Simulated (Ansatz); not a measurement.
How basis sets differ on GaBr (SMILES [Ga][Br])

GaBr, singlet, SMILES `[Ga][Br]`. Each level relaxes the structure for itself.

Each level gives the equilibrium bond length (Å). The values are calculated.

```csv
level,kind,program,value (Å)
PBE0/def2-SVP,global hybrid,Ansatz,2.373
PBE0/def2-TZVPP,global hybrid,Ansatz,2.374
PBE0/aug-cc-pVTZ,global hybrid,Ansatz,2.377
PBE0/def2-QZVP,global hybrid,Ansatz,2.372
```

All-electron rows without a relativistic Hamiltonian named are non-relativistic. The values span 2.372 to 2.377 Å.
